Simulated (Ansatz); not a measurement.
Reaction (formal exchange of groups at the Si–C bond): `O[SiH2]SC[SiH3]` + `N[SiH2]BF` → `N[SiH]([SiH3])BF` + `CS[SiH2]O`

Computed with Ansatz on PBE0-D4/def2-TZVP structures; ΔE is electronic, products minus reactants. CCSD(T)/CBS adds triple-zeta CCSD(T) − MP2 to the extrapolated MP2 energy (def2 sets, frozen cores). DFT in def2-TZVPP. One conformer a species, not always the lowest.

`O[SiH2]SC[SiH3]`:

Z-matrix (Å, degrees):
```
Si
S 1 2.138
O 1 1.642 2 108.9
H 1 1.490 2 105.6 3 122.3
H 1 1.479 2 114.2 3 -116.2
C 2 1.827 1 101.0 3 -142.3
H 3 0.959 1 116.7 2 47.4
Si 6 1.878 2 110.5 1 -74.5
H 6 1.092 2 105.7 1 165.5
H 6 1.092 2 110.1 1 49.7
H 8 1.487 6 108.6 2 59.6
H 8 1.490 6 110.9 2 179.3
H 8 1.484 6 109.5 2 -59.6
```

`N[SiH2]BF`:

Cartesian coordinates in Å:
```
N 1.062 -0.132 1.125
Si 0.351 0.473 -0.324
B -1.338 -0.603 -0.683
F -1.942 -0.508 -1.856
H 1.947 0.224 1.449
H 0.468 -0.370 1.904
H 1.341 0.325 -1.428
H -0.023 1.926 -0.306
H -1.865 -1.334 0.119
```

`N[SiH]([SiH3])BF`:

Cartesian coordinates in Å:
```
N -0.778 -1.742 0.425
Si -0.500 -0.040 0.472
Si -0.070 0.941 -1.630
B 1.101 0.365 1.641
F 1.914 -0.614 2.011
H -1.435 -2.153 -0.217
H -0.009 -2.366 0.610
H -1.697 0.673 1.008
H -1.162 0.606 -2.588
H 1.208 0.433 -2.204
H 0.020 2.424 -1.527
H 1.407 1.473 1.998
```

`CS[SiH2]O`:

Z-matrix (Å, degrees):
```
C
S 1 1.818
H 1 1.089 2 111.0
H 1 1.090 2 110.8 3 -122.4
H 1 1.089 2 106.9 3 118.9
Si 2 2.119 1 99.7 3 59.8
O 6 1.646 2 113.6 1 -63.8
H 6 1.485 2 104.1 1 173.6
H 6 1.481 2 110.9 1 52.7
H 7 0.959 6 116.7 2 -56.8
```

Is it downhill or uphill in electronic energy at CCSD(T)/CBS, and by how much? (Estimate.)

Computed: Downhill: ΔE = -3.4 kcal/mol.

What do these levels give: PBE-D4, r2SCAN-D4, ωB97X-V, B2PLYP, HF/def2-TZVPP, MP2/def2-TZVPP, SCS-MP2/def2-TZVPP, MP2/def2-QZVPP, SCS-MP2/def2-QZVPP, HF/CBS(def2), MP2/CBS(def2), CCSD/CBS(def2)? (Estimate.)

Computed: PBE-D4 -7.4, r2SCAN-D4 -5.9, ωB97X-V -4.2, B2PLYP -4.1, HF/def2-TZVPP -2.8, MP2/def2-TZVPP -2.1, SCS-MP2/def2-TZVPP -1.9, MP2/def2-QZVPP -2.0, SCS-MP2/def2-QZVPP -1.9, HF/CBS(def2) -2.6, MP2/CBS(def2) -2.0, CCSD/CBS(def2) -3.3 kcal/mol.

Largest T1 diagnostic among the species: 0.014.

The D4 term adds +0.8 kcal/mol with B3LYP and +0.4 kcal/mol with PBE0; it sums over pairs of atoms, weighted by their polarisabilities, and B3LYP, whose exchange is more repulsive, gets the larger term. From PBE to PBE0 (25 % exact exchange), in def2-TZVPP and without D4, ΔE moves by +1.2 kcal/mol.

B3LYP here is the variant with VWN-RPA as its local correlation; programs differ in this.
